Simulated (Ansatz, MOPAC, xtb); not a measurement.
The molecule SiO-, multiplicity 2 (lowest of 2S+1 = 2, 4 at CCSD(T)/def2-TZVPP on PBE0 minima; our sources give no spin for the ground state, which may be another).

The constants come from a fifth-degree fit in 1/R (seven points, main isotopes). In def2 and cc sets the state is the lowest found near the PBE0 minimum, followed along R.

The values were computed with Ansatz (an electronic-structure program) with Gaussian orbitals; MOPAC for AM1, PM6, PM7 (differences of heats of formation); xtb for the GFN methods. Each number belongs to the level named beside it. The GFN methods have no spin term and hold the electronic entropy of 300 K.

```json
[
 {"level": "AM1", "r_e (Å)": "1.614", "ω_e (cm⁻¹)": "1160", "ω_e x_e (cm⁻¹)": "2.8", "B_e (cm⁻¹)": "0.636"},
 {"level": "PM6", "r_e (Å)": "1.542", "ω_e (cm⁻¹)": "762", "ω_e x_e (cm⁻¹)": "11", "B_e (cm⁻¹)": "0.696"},
 {"level": "PM7", "r_e (Å)": "1.501", "ω_e (cm⁻¹)": "1026", "ω_e x_e (cm⁻¹)": "6.5", "B_e (cm⁻¹)": "0.735"},
 {"level": "GFN1-xTB", "r_e (Å)": "1.548", "ω_e (cm⁻¹)": "1137", "ω_e x_e (cm⁻¹)": "5.7", "B_e (cm⁻¹)": "0.691"},
 {"level": "GFN2-xTB", "r_e (Å)": "1.584", "ω_e (cm⁻¹)": "1052", "ω_e x_e (cm⁻¹)": "8.3", "B_e (cm⁻¹)": "0.660"},
 {"level": "SVWN5/def2-TZVPP", "r_e (Å)": "1.570", "ω_e (cm⁻¹)": "1056", "ω_e x_e (cm⁻¹)": "5.5", "B_e (cm⁻¹)": "0.672"},
 {"level": "PBE/def2-TZVPP", "r_e (Å)": "1.586", "ω_e (cm⁻¹)": "1020", "ω_e x_e (cm⁻¹)": "5.5", "B_e (cm⁻¹)": "0.659"},
 {"level": "r2SCAN/def2-TZVPP", "r_e (Å)": "1.570", "ω_e (cm⁻¹)": "1067", "ω_e x_e (cm⁻¹)": "5.5", "B_e (cm⁻¹)": "0.672"},
 {"level": "B97M-V/def2-TZVPP", "r_e (Å)": "1.563", "ω_e (cm⁻¹)": "1081", "ω_e x_e (cm⁻¹)": "5.6", "B_e (cm⁻¹)": "0.678"},
 {"level": "B3LYP/def2-TZVPP", "r_e (Å)": "1.569", "ω_e (cm⁻¹)": "1069", "ω_e x_e (cm⁻¹)": "5.4", "B_e (cm⁻¹)": "0.673"},
 {"level": "PBE0/def2-TZVPP", "r_e (Å)": "1.563", "ω_e (cm⁻¹)": "1090", "ω_e x_e (cm⁻¹)": "5.3", "B_e (cm⁻¹)": "0.678"},
 {"level": "BHLYP/def2-TZVPP", "r_e (Å)": "1.548", "ω_e (cm⁻¹)": "1139", "ω_e x_e (cm⁻¹)": "5.2", "B_e (cm⁻¹)": "0.692"},
 {"level": "CAM-B3LYP/def2-TZVPP", "r_e (Å)": "1.559", "ω_e (cm⁻¹)": "1106", "ω_e x_e (cm⁻¹)": "5.2", "B_e (cm⁻¹)": "0.682"},
 {"level": "wB97X-V/def2-TZVPP", "r_e (Å)": "1.563", "ω_e (cm⁻¹)": "1108", "ω_e x_e (cm⁻¹)": "5.0", "B_e (cm⁻¹)": "0.678"},
 {"level": "wB97M-V/def2-TZVPP", "r_e (Å)": "1.563", "ω_e (cm⁻¹)": "1099", "ω_e x_e (cm⁻¹)": "5.0", "B_e (cm⁻¹)": "0.678"},
 {"level": "B2PLYP/def2-TZVPP", "r_e (Å)": "1.575", "ω_e (cm⁻¹)": "1046", "ω_e x_e (cm⁻¹)": "5.8", "B_e (cm⁻¹)": "0.668"},
 {"level": "CCSD/aug-cc-pV(T+d)Z", "r_e (Å)": "1.554", "ω_e (cm⁻¹)": "1103", "ω_e x_e (cm⁻¹)": "5.5", "B_e (cm⁻¹)": "0.686"},
 {"level": "CCSD/def2-TZVPP", "r_e (Å)": "1.565", "ω_e (cm⁻¹)": "1098", "ω_e x_e (cm⁻¹)": "5.2", "B_e (cm⁻¹)": "0.676"},
 {"level": "CCSD/aug-cc-pV(Q+d)Z", "r_e (Å)": "1.549", "ω_e (cm⁻¹)": "1115", "ω_e x_e (cm⁻¹)": "5.5", "B_e (cm⁻¹)": "0.691"},
 {"level": "CCSD/def2-QZVPP", "r_e (Å)": "1.556", "ω_e (cm⁻¹)": "1109", "ω_e x_e (cm⁻¹)": "5.4", "B_e (cm⁻¹)": "0.684"},
 {"level": "CCSD(T)/aug-cc-pV(T+d)Z", "r_e (Å)": "1.566", "ω_e (cm⁻¹)": "1061", "ω_e x_e (cm⁻¹)": "5.9", "B_e (cm⁻¹)": "0.676"},
 {"level": "CCSD(T)/def2-TZVPP", "r_e (Å)": "1.576", "ω_e (cm⁻¹)": "1057", "ω_e x_e (cm⁻¹)": "5.6", "B_e (cm⁻¹)": "0.667"},
 {"level": "CCSD(T)/aug-cc-pV(Q+d)Z", "r_e (Å)": "1.560", "ω_e (cm⁻¹)": "1073", "ω_e x_e (cm⁻¹)": "5.9", "B_e (cm⁻¹)": "0.681"},
 {"level": "CCSD(T)/def2-QZVPP", "r_e (Å)": "1.567", "ω_e (cm⁻¹)": "1067", "ω_e x_e (cm⁻¹)": "5.8", "B_e (cm⁻¹)": "0.674"},
 {"level": "CCSD(T)/CBS(aug-cc-pV(T+d)Z, aug-cc-pV(Q+d)Z)", "r_e (Å)": "1.558", "ω_e (cm⁻¹)": "1079", "ω_e x_e (cm⁻¹)": "5.9", "B_e (cm⁻¹)": "0.682"},
 {"level": "CCSD(T)/CBS(def2-TZVPP, def2-QZVPP)", "r_e (Å)": "1.566", "ω_e (cm⁻¹)": "1072", "ω_e x_e (cm⁻¹)": "5.7", "B_e (cm⁻¹)": "0.675"}
]
```

Cores are frozen in the correlated methods. CBS: X⁻³ extrapolation of the correlation energy, Hartree–Fock from the larger set. The state that AM1, PM6, PM7 reach isn't checked; PM7 holds dispersion and hydrogen-bond terms.
